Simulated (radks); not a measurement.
Results of a calculation; reference values are marked as such.
Ionisation of K+, [Ar], to K2+, [Ne] 3s2 3p5, under several functionals. Scalar-relativistic Kohn-Sham, spin-polarised, spherical densities, point nucleus; open shells are filled with parallel spins first; a radial shooting solver on a logarithmic mesh with Libxc functionals.

| functional | E(K+) (hartree) | Exc (hartree) | IE (eV) | -e(HOMO) (eV) | <r> HOMO (bohr) | IE error (eV) |
|---|---|---|---|---|---|---|
| B86b exchange with PBE correlation | -602.12523 | -33.45050 | 31.661 | 24.914 | 1.426 | +0.036 |
| HCTH/407 | -602.24994 | -33.61922 | 32.028 | 25.310 | 1.419 | +0.403 |
| Wu-Cohen GGA | -601.61929 | -32.93340 | 31.614 | 24.863 | 1.425 | -0.011 |
| RPBE | -602.08957 | -33.41509 | 31.604 | 24.861 | 1.427 | -0.021 |
| BLYP | -602.15003 | -33.47011 | 31.482 | 24.741 | 1.429 | -0.143 |
| exchange-only PBE | -601.20526 | -32.50334 | 30.427 | 23.763 | 1.435 | -1.198 |
| AM05 | -600.54834 | -31.83170 | 31.559 | 24.806 | 1.426 | -0.066 |

NIST Atomic Spectra Database: 31.625 eV (measured). Closest: Wu-Cohen GGA. The Delta-SCF values span 1.60 eV, the total energies 1.70 hartree. The highest occupied level is 3p. Open shells are spherical and high-spin; term and fine-structure splittings are not resolved.
